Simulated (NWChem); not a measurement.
# CdH2; SMILES [CdH2]

Computed with NWChem. All runs use the structure optimised with PBE0/def2-SVP. def2 effective core potentials on Cd; no spin-orbit coupling. Static field.

```json
[
 {"level": "PBE/def2-SVPD", "isotropic polarisability (bohr³)": "35.7", "anisotropy (bohr³)": "14.3"},
 {"level": "B3LYP/def2-SVPD", "isotropic polarisability (bohr³)": "___", "anisotropy (bohr³)": "___"},
 {"level": "Hartree-Fock/def2-SVPD", "isotropic polarisability (bohr³)": "32.6", "anisotropy (bohr³)": "8.0"},
 {"level": "BHandHLYP/def2-SVPD", "isotropic polarisability (bohr³)": "33.6", "anisotropy (bohr³)": "11.6"}
]
```

Q: Some entries are withheld; supply them.

A: 
- B3LYP/def2-SVPD, isotropic polarisability (bohr³): 34.8
- B3LYP/def2-SVPD, anisotropy (bohr³): 13.7
